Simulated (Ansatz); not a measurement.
`CCB(S)Br` and `NB(S)Br` differ in one atom or group.

Ansatz, PBE0-D4/def2-TZVP geometries, multiplicity 1. Each molecule was computed in one conformer, which needn't be the lowest.

Scalar relativity is left out up to krypton.

```json
{"property": "size of the dipole moment (PBE/def2-TZVPP) / D", "`CCB(S)Br`": "2.08"}
{"property": "HOMO energy (B3LYP/def2-TZVPP) / eV", "`CCB(S)Br`": "-7.70"}
{"property": "HOMO–LUMO gap (PBE/def2-TZVPP) / eV", "`CCB(S)Br`": "4.83"}
{"property": "size of the dipole moment (ωB97M-V/def2-TZVPP) / D", "`CCB(S)Br`": "2.20"}
{"property": "LUMO energy (PBE0/def2-TZVPP) / eV", "`CCB(S)Br`": "-1.04"}
{"property": "LUMO energy (ωB97M-V/def2-TZVPP) / eV", "`CCB(S)Br`": "0.97"}
```

Question: What does the change do to each property? (An estimate is asked.)

Answer: Computed: 
| property | `NB(S)Br` | shift |
| --- | --- | --- |
| size of the dipole moment (PBE/def2-TZVPP) / D | 1.86 | -0.22 |
| HOMO energy (B3LYP/def2-TZVPP) / eV | -7.28 | 0.42 |
| HOMO–LUMO gap (PBE/def2-TZVPP) / eV | 5.53 | 0.70 |
| size of the dipole moment (ωB97M-V/def2-TZVPP) / D | 1.89 | -0.31 |
| LUMO energy (PBE0/def2-TZVPP) / eV | 0.16 | 1.20 |
| LUMO energy (ωB97M-V/def2-TZVPP) / eV | 1.83 | 0.86 |

With PBE0 the HOMO rises by 0.42 eV and the LUMO rises by 1.20 eV, so the gap widens by about 0.78 eV. PBE moves the HOMO by 0.48 eV and ωB97M-V by 0.37 eV. Dipoles are sizes alone; their direction can turn.

B3LYP here is the variant with VWN-RPA as its local correlation; programs differ in this.

Spin–orbit coupling is left out; it splits and shifts lone-pair levels of the heavy atoms by tenths of an eV.
